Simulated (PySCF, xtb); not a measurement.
neopentane (C5H12), SMILES CC(C)(C)C.

Harmonic wavenumbers (cm⁻¹) from xtb 6.7.1 with GFN2-xTB at its own minimum, in rising order: 163, 241, 241, 241, 324, 324, 421, 421, 421, 786, 965, 966, 966, 966, 966, 966, 1069, 1069, 1278, 1278, 1278, 1409, 1409, 1410, 1437, 1494, 1494, 1494, 1501, 1501, 1516, 1516, 1516, 3023, 3023, 3023, 3030, 3030, 3031, 3031, 3031, 3038, 3038, 3038, 3040.

Problem. What does r2SCAN-D4/def2-SVP (PySCF) give at its own minimum? (An estimate is asked for; the answer gives what the named calculation found.)

Solution. 206, 290, 290, 290, 330, 330, 415, 415, 415, 743, 935, 935, 935, 942, 942, 942, 1071, 1071, 1266, 1266, 1266, 1370, 1370, 1370, 1407, 1448, 1448, 1448, 1458, 1458, 1488, 1488, 1488, 3015, 3015, 3015, 3024, 3112, 3112, 3112, 3112, 3112, 3117, 3117, 3117. Paired by order, the mean absolute difference is 35 cm⁻¹ and the zero-point energies are 99.2 and 99.4 kcal/mol.
